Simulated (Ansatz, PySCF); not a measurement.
C₆H₅Cl, SMILES Clc1ccccc1.

The structure is a stationary point at PBE0-D3(BJ)/def2-SVP.

Vertical ionisation energy (IE) and electron affinity (EA) in eV. Rows of orbital energies are one-electron estimates. Where ΔSCF, EOM or ADC give a negative EA the extra electron is unbound and the value depends on the basis.

```csv
level,IE,EA
"−ε(HOMO), −ε(LUMO), CAM-B3LYP/def2-TZVP (PySCF)",8.33,-0.50
"−ε(HOMO), −ε(LUMO), PBE/def2-TZVP (PySCF)",6.10,1.49
"ΔSCF, PBE0/def2-SVPD (Ansatz), final states of multiplicity 2 and 2",9.08,-1.10
"ΔSCF, PBE/def2-SVPD (Ansatz), final states of multiplicity 2 and 2",8.94,-1.08
```

Task: What vertical singlet–triplet gap does ΔSCF give with PBE0/def2-SVPD (Ansatz, a quantum-chemistry and plane-wave program) and with PBE/def2-SVPD (Ansatz)? (The exact figures need the calculation; the answer reports its results.)

Result: 4.13 and 4.14 eV (triplet above singlet where positive).
